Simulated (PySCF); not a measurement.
A side-by-side comparison of computed properties.

First species: C₆H₆O₂.
SMILES: `C#CCC(=C=O)OC`

Second species: C₅H₁₀O.
Structure used (GFN2-xTB), in Å, numbered top down from 1:
```
atom  x, y, z in Å
C1    -0.808    0.707    1.081
C2    -0.068   -0.039   -0.027
C3     1.023   -0.941    0.563
C4     0.556    0.949   -1.020
C5    -1.023   -0.920   -0.800
O6    -2.197   -1.037   -0.600
H7    -1.271    0.000    1.766
H8    -0.122    1.340    1.638
H9    -1.593    1.327    0.655
H10    1.539   -1.489   -0.222
H11    0.592   -1.656    1.259
H12    1.752   -0.336    1.097
H13   -0.210    1.586   -1.458
H14    1.278    1.581   -0.508
H15    1.069    0.421   -1.821
H16   -0.524   -1.484   -1.616
```

Levels: B3LYP/def2-SVPD for dipole moment, HOMO energy, LUMO energy, HOMO–LUMO gap, static isotropic polarisability and electronic spatial extent ⟨r²⟩ about the centre of nuclear charge; TDDFT B3LYP/def2-SVPD for lowest singlet excitation; TDA B3LYP/def2-SVPD for lowest triplet excitation (Tamm–Dancoff); GFN2-xTB for rotational constant A and rotational constant C. Geometries: GFN2-xTB. Each species is one conformer at its optimised geometry, gas phase, non-relativistic unless stated. Electronic properties by PySCF.

The conformers computed, where there is a choice (atom-mapped SMILES and torsion angles):
- `[CH:1]#[C:2][CH2:3][C:4](=[C:5]=[O:6])[O:7][CH3:8]`: C2–C3–C4–C5 -88°, C3–C4–O7–C8 -173°
- `[CH3:1][C:2]([CH3:3])([CH3:4])[CH:5]=[O:6]`: C1–C2–C5–O6 0°

(1) Which of the two has the higher static isotropic polarisability, and by how much?

(2) Which of the two has the higher S1 energy, and by how much?

(3) Which of the two has the higher dipole moment, and by how much?

(4) Which of the two has the higher HOMO–LUMO gap, and by how much?

(5) Which has the higher rotational constant C?

(6) Which of the two has the higher T1 energy, and by how much?

(7) Which of the two has the higher HOMO energy, and by how much?

(8) Which of the two has the higher ⟨r²⟩, and by how much?

Answers

(1) The first: 77.0 au against 64.6 au, a difference of 12.4 au.

(2) The second: 4.30 eV against 2.35 eV, a difference of 1.95 eV.

(3) The second: 2.87 D against 1.23 D, a difference of 1.64 D.

(4) The second: 6.16 eV against 3.99 eV, a difference of 2.17 eV.

(5) The second: 2.756 GHz against 1.132 GHz, a difference of 1.624 GHz.

(6) The second: 3.71 eV against 1.92 eV, a difference of 1.79 eV.

(7) The first: -5.98 eV against -7.15 eV, a difference of 1.17 eV.

(8) The first: 1063 bohr² against 607 bohr², a difference of 456 bohr².

On the first: The polarisability is 11.41 Å³ as a volume (1 au = 0.148185 Å³), or 1.33 au for each of the 58 electrons. S1 lies 1.64 eV below the HOMO–LUMO gap; its leading configuration is HOMO→LUMO, weight 0.99.

On the second: In atomic units the dipole is 1.13 e·bohr (1 au = 2.5417 D). The principal polarisabilities are 60.2, 64.1 and 69.6 au; their mean is the isotropic value.
